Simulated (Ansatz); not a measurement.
`BO[SiH](C)Br` and `C[SiH](O)Br` differ in one atom or group.

Ansatz, PBE0-D4/def2-TZVP geometries, multiplicity 1. Each molecule was computed in one conformer, which needn't be the lowest.

Scalar relativity is left out up to krypton.

| property | `BO[SiH](C)Br` |
| --- | --- |
| LUMO energy (B3LYP/def2-TZVPP) / eV | -0.96 |
| LUMO energy (PBE0/def2-TZVPP) / eV | -0.71 |
| HOMO energy (ωB97M-V/def2-TZVPP) / eV | -10.62 |
| HOMO–LUMO gap (PBE0/def2-TZVPP) / eV | 7.69 |
| HOMO–LUMO gap (ωB97M-V/def2-TZVPP) / eV | 11.77 |
| LUMO energy (ωB97M-V/def2-TZVPP) / eV | 1.15 |

(1) Give the same properties after the change, and the shifts. (Best estimate.)

## Answers

(1) Ansatz gave: 
```
                               property  `C[SiH](O)Br`  shift
    LUMO energy (B3LYP/def2-TZVPP) / eV           0.21   1.17
     LUMO energy (PBE0/def2-TZVPP) / eV           0.52   1.23
  HOMO energy (ωB97M-V/def2-TZVPP) / eV         -10.45   0.17
   HOMO–LUMO gap (PBE0/def2-TZVPP) / eV           8.75   1.06
HOMO–LUMO gap (ωB97M-V/def2-TZVPP) / eV          12.51   0.74
  LUMO energy (ωB97M-V/def2-TZVPP) / eV           2.07   0.92
```

With PBE0 the HOMO rises by 0.17 eV and the LUMO rises by 1.23 eV, so the gap widens by about 1.06 eV. PBE moves the HOMO by 0.12 eV and ωB97M-V by 0.17 eV.

B3LYP here is the variant with VWN-RPA as its local correlation; programs differ in this.

Spin–orbit coupling is left out; it splits and shifts lone-pair levels of the heavy atoms by tenths of an eV.
